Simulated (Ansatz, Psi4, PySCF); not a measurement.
CS2 (SMILES S=C=S), singlet, at a GFN2-xTB geometry. Base run: REVPBE/aug-cc-pVDZ in PySCF.

Here is a job for PySCF.
```python
from pyscf import gto, scf, dft

mol = gto.M(
    atom='''
S    -0.00000000   -0.00000000   -1.55012521
C     0.00000000    0.00000000    0.00000000
S     0.00000000    0.00000000    1.55012521
''',
    basis='aug-cc-pvdz',
    verbose=4,
)

mf = dft.RKS(mol)
mf.xc = 'revpbe'
mf.kernel()
```

The same geometry, method and basis name were run in Ansatz (a program for electronic structure) and Psi4 and PySCF, at each program's defaults and at the settings that a row names. The base is PySCF at its defaults. Differences at the defaults can come from grids, fitting, cores and function types together.

```csv
code and settings,ΔE vs base (µEh),basis functions,E (Eh),SCF cycles
"PySCF, defaults (exact integrals, its default grid, spherical functions)",0.0,77,-834.35815,7
"Psi4, defaults (density fitting with its default set, its default grid, spherical functions)",-38.6,77,-834.35818,7
"Ansatz, defaults (factorised integrals, its default grid, spherical functions)",-0.2,77,-834.35815,-
"PySCF, density fitting with def2-universal-jkfit",-24.5,77,-834.35817,7
"PySCF, fine grid",0.3,77,-834.35815,7
"Psi4, exact integrals, spherical functions, fine grid",0.2,77,-834.35815,10
"Ansatz, high accuracy",0.0,77,-834.35815,-
```
